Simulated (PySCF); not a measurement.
## Electric field gradients and quadrupole coupling constants

C3H6BF3N2S.
Atom-mapped SMILES: `[F:1][C:2]([F:3])([F:4])[S:5][B:6]1[NH:7][CH2:8][CH2:9][NH:10]1` (hydrogens: H11 on N7; H12, H13 on C8; H14, H15 on C9; H16 on N10)

Cartesian coordinates in Å at the PBE0-D3(BJ)/def2-SVP level; atoms count from 1:
```xyz
16
C3H6BF3N2S angstrom
F      2.664    0.159    1.550
C      2.895    0.360    0.253
F      4.201    0.248    0.049
F      2.547    1.626   -0.004
S      2.040   -0.828   -0.806
B      0.291   -0.427   -0.402
N     -0.212    0.629    0.380
C     -1.661    0.570    0.443
C     -2.049   -0.663   -0.415
N     -0.785   -1.204   -0.879
H      0.282    1.400    0.800
H     -2.021    0.458    1.481
H     -2.124    1.489    0.042
H     -2.613   -1.398    0.187
H     -2.704   -0.369   -1.255
H     -0.769   -2.056   -1.416
```

Field gradients from the PBE0/pcSseg-1 density (PySCF, non-relativistic), principal values in atomic units, ordered |Vxx| ≤ |Vyy| ≤ |Vzz|:

```
atom      Vxx      Vyy      Vzz
  S5  -0.2054  -2.2867   2.4921
  B6  -0.0479  -0.1951   0.2429
  N7   0.2573   0.7108  -0.9680
 N10   0.2567   0.7252  -0.9820
```

Question: Find the asymmetry η = (Vxx − Vyy)/Vzz and the couplings χ = eQV/h (234.96 MHz × Q in barn × V in au), with Q(33S) = −0.0678 b, Q(11B) = 0.04059 b, Q(14N) = 0.02044 b.

Answer: 
```tsv
atom	environment	nucleus	η	χzz (MHz)	χxx (MHz)	χyy (MHz)
S5	sulfur bonded to B and C	33S	0.84	-39.70	3.27	36.43
B6	three-coordinate boron	11B	0.61	2.317	-0.457	-1.860
N7	boron-bound nitrogen	14N	0.47	-4.649	1.236	3.414
N10	boron-bound nitrogen	14N	0.48	-4.716	1.233	3.483
```

The tensor is traceless: Vxx + Vyy + Vzz = 0.

Question: What is Vzz at S5 in SI units (1 au = 9.71736 × 10²¹ V/m²)?

Answer: 2.4921 au = 24.217 × 10²¹ V/m².

Question: What couplings would deuterons (Q(2H) = 0.00286 b) have in place of the hydrogens, at this geometry?

Answer: 
```csv
atom,bonded to,bond length (Å),Vzz (au),η,χzz (kHz)
H11,N7,1.008,0.4159,0.18,279
H12,C8,1.105,0.2768,0.04,186
H13,C8,1.104,0.2777,0.05,187
H14,C9,1.104,0.2776,0.05,187
H15,C9,1.105,0.2767,0.04,186
H16,N10,1.008,0.4197,0.17,282
```

The structure is a single PBE0-D3(BJ)/def2-SVP conformer in the gas phase; no vibrational or solvent corrections. These gradients aren't converged with respect to the basis.
